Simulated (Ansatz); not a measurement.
Total energies of GaH$_{6}$OPSi, SMILES `OP[SiH2][GaH2]`.

Cartesian coordinates in Å:
```
O -0.769 1.050 0.732
P 0.438 1.631 -0.361
Si 1.060 -0.511 -0.862
Ga -0.634 -1.139 0.767
H -0.817 1.589 1.527
H -0.430 1.773 -1.477
H 2.504 -0.676 -0.538
H 0.889 -0.768 -2.319
H -2.061 -1.569 0.277
H -0.182 -1.380 2.255
```

Total charge 0; spin multiplicity 1. Correlated methods include outer-core shells of Ga, which these sets cover unevenly. Scalar relativity is left out up to krypton. All single points use the PBE0-D4/def2-TZVP geometry. It is one conformer, not always the lowest. Basis def2-TZVPP, Ansatz.

RPA on PBE orbitals: Hartree–Fock energy of these orbitals -2631.25460 Eh, correlation -1.27783 Eh (frozen core).

```json
{"functional": "r2SCANh", "energy without D4 (Eh)": "-2634.46961", "D4 term (kJ/mol)": "-6.8"}
{"functional": "CAM-B3LYP", "energy without D4 (Eh)": "-2634.69381", "D4 term (kJ/mol)": "-24.3"}
```

Q: Give the same for LDA (SPW92), PBE, revPBE, BLYP, r2SCAN, B97M-V, PBE0, B3LYP, r2SCAN0, HSE06 (plane-wave form), BHLYP, LC-ωPBE, ωB97X-V, ωB97M-V, B2PLYP, PBE-QIDH. (Best estimate.)

A: Computed: 
| functional | energy without D4 (Eh) | D4 term (kJ/mol) |
| --- | --- | --- |
| LDA (SPW92) | -2628.56498 | – |
| PBE | -2633.90144 | -27.5 |
| revPBE | -2634.29652 | -71.7 |
| BLYP | -2634.62867 | -59.0 |
| r2SCAN | -2634.48895 | -6.3 |
| B97M-V | -2634.04220 | – |
| PBE0 | -2634.00196 | -23.4 |
| B3LYP | -2634.68416 | -45.0 |
| r2SCAN0 | -2634.44232 | -7.6 |
| HSE06 (plane-wave form) | -2633.98384 | -22.1 |
| BHLYP | -2634.51953 | -39.6 |
| LC-ωPBE | -2634.10366 | – |
| ωB97X-V | -2634.28879 | – |
| ωB97M-V | -2634.40749 | – |
| B2PLYP | -2633.92405 | – |
| PBE-QIDH | -2633.48282 | – |

B3LYP takes the VWN-RPA correlation (the form of Gaussian; ORCA's B3LYP/G). HSE06 is the plane-wave form, built on full-range PBE exchange. The double hybrids freeze the cores in their second-order part.

LC-ωPBE has ω = 0.4 bohr⁻¹.
